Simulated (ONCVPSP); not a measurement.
Transferability test, ONCV potential for Li

| Quantity | Value |
| --- | --- |
| Element | lithium (Li) |
| Generator | ONCVPSP 4.0.1 |
| Type | optimised norm-conserving Vanderbilt (ONCV) |
| Functional | PBEsol |
| Relativity | scalar-relativistic |
| Frozen core | none |
| Valence charge | 3 |
| Reference configuration | 1s2 2s1 |
| Partial waves | 1s+2s: rc 0.95 bohr, ncon 3, nbas 8, qcut 10.7 1/bohr, 2 projectors; p scattering state at 0.24 Ha: rc 1.00 bohr, ncon 4, nbas 7, qcut 7 1/bohr, 3 projectors, debl 1.9 Ha; d scattering state at 0.07 Ha: rc 0.95 bohr, ncon 4, nbas 8, qcut 9.8 1/bohr, 1 projector |
| Local potential | polynomial inside 0.65 bohr (lpopt 4, dvloc0 3 Ha) |
| Core correction | none |

Energies are relative to the spin-unpolarised reference configuration 1s2 2s1; without spin polarisation the order of configurations can differ from experiment.

```tsv
valence configuration	charge	ΔE all-electron (eV)	error AE − PS (meV)
1s2 2s0.5	+0.5	2.013	0.0
1s1 2s1	+1	67.777	+631
```

What are ΔE and the potential's error for 1s2 2s0?

ΔE = 5.187 eV all-electron; the error (AE − PS) is +0.3 meV.

What are ΔE and the potential's error for 1s2 2s0 2p1?

ΔE = 1.761 eV all-electron; the error (AE − PS) is +0.3 meV.

Note: ghosts flagged at negative energy: p at -83.0 eV; no localised positive-energy state flagged. A true bound ghost makes a file unfit for plane-wave use.
